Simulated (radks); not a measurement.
Removal energies from the arsenic ion As8+, [Ar] 3d7, by Delta-SCF beside the eigenvalue of the level emptied. All-electron calculation, scalar-relativistic Kohn-Sham, PBE, spin-polarised, spherical densities, finite nucleus; Fermi nuclear charge, rms radius of each element as measured or else 0.836 A^(1/3) + 0.57 fm. Program: a radial shooting solver on a logarithmic mesh with Libxc functionals. Open shells are filled with parallel spins first.

removed from       final configuration  Delta-SCF (eV)  -eigenvalue (eV)
3d                            [Ar] 3d6          214.71            198.01
3p                    [Ne] 3s2 3p5 3d7          309.06            292.50
3s                    [Ne] 3s1 3p6 3d7          366.69            349.98
2p            [He] 2s2 2p5 3s2 3p6 3d7          1523.6            1479.0
